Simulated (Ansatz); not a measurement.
Geometry optimisation, Ansatz, UKS revPBE/def2-SVP.

input.yaml

```yaml
crystal:
  periodic: [false, false, false]
  atoms:
    - { symbol: Mg, position_ang: [-1.778389, -1.496881, -0.544691] }
    - { symbol: Si, position_ang: [1.031488, 0.911703, 0.378612] }
    - { symbol: Cl, position_ang: [-1.288848, -2.33782, -2.531917] }
    - { symbol: H, position_ang: [-0.221977, 0.192652, 0.600392] }
    - { symbol: F, position_ang: [-2.119575, -0.746899, 1.181864] }
    - { symbol: H, position_ang: [1.353275, 1.70298, 1.615653] }
    - { symbol: H, position_ang: [0.884364, 1.838918, -0.796066] }
    - { symbol: H, position_ang: [2.139562, -0.064653, 0.096253] }
magnetization:
  spin_polarized: true
basis:
  gaussian: { orbitals: def2-SVP }
hamiltonian:
  xc: revpbe
relax:
  f_tol: 0.03
  max_steps: 50
```

Run as:

```bash
$ ansatz run input.yaml --threads 2 --pin off --max-ram 3072MiB --backend cpu --events-out ev --progress --plain --runs-dir out
```

**Question.** Where does it end, and by what steps?

**Answer.** The forces met the threshold. The force dipped under the threshold on the way, but the program's further checks kept it going. After 15 steps the energy has fallen by 0.345 eV; Cl3 moved furthest, 1.02 Å.

| step | energy less start (eV) | largest force component (eV/Å) | accepted |
| --- | --- | --- | --- |
| 0 | 0.0000 | 1.777 | yes |
| 1 | -0.1744 | 1.170 | yes |
| 2 | -0.2757 | 0.218 | yes |
| 3 | -0.3134 | 0.182 | yes |
| 4 | -0.3206 | 0.209 | yes |
| 5 | -0.3286 | 0.067 | yes |
| 6 | -0.3302 | 0.018 | yes |
| 7 | -0.3306 | 0.017 | yes |
| 8 | -0.3310 | 0.017 | yes |
| 9 | -0.3325 | 0.091 | yes |
| 10 | -0.3342 | 0.124 | yes |
| 11 | -0.3368 | 0.130 | yes |
| 12 | -0.3399 | 0.119 | yes |
| 13 | -0.3412 | 0.137 | yes |
| 14 | -0.3442 | 0.071 | yes |
| 15 | -0.3446 | 0.006 | yes |

```xyz
8
Properties=species:S:1:pos:R:3
Mg -1.686 -1.244 -0.212
Si 1.068 0.833 0.220
Cl -0.670 -1.611 -2.161
H -0.228 0.164 0.668
F -2.816 -1.249 1.165
H 1.479 1.713 1.364
H 0.774 1.636 -1.008
H 2.080 -0.241 -0.035
```

Whether the end is a true minimum wasn't checked by a vibrational analysis.

The run took 80 s on 2 threads of Intel(R) Xeon(R) Platinum 8259CL CPU @ 2.50GHz (Skylake/Cascade Lake), on a shared host, peak memory 0.2 GiB.
